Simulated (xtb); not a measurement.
BClH2O, SMILES OBCl. All values are semi-empirical tight-binding results from xtb (GFN2-xTB unless named), good for trends rather than for accurate numbers. Geometry: GFN2-xTB. Other conformers were not sampled.

Optimised geometry:

```xyz
5

B      0.5636    -0.5500     0.0000
H      1.7227    -0.7015     0.0000
Cl    -0.0980     1.0522     0.0000
O     -0.2136    -1.6173     0.0000
H     -1.1665    -1.4974     0.0000
```
Charge 0, spin multiplicity 1.

| Property | Result |
|---|---|
| point group as xtb finds it | Cs |
| orbital gap | 5.46 eV |
| dipole moment | 1.70 D |
| zero-point energy | 17.1 kcal/mol |
| G − E(el) at 298.15 K (modified RRHO) | 1.1 kcal/mol |
| static polarisability (D4 model) | 33.5 bohr³ |
| solvation energy, GFN2-xTB/ALPB(water) | -5.8 kcal/mol |
| solvation energy, GFN2-xTB/ALPB(dmso) | -7.5 kcal/mol |

Task: Give the atomic charges and the Wiberg bond orders between heavy atoms. (Estimate from the structure and the level; the computed values follow.)

Result: charges (e) B1 0.42, H2 -0.06, Cl3 -0.28, O4 -0.41, H5 0.33. Bond orders B1–Cl3 1.03, B1–O4 1.34.
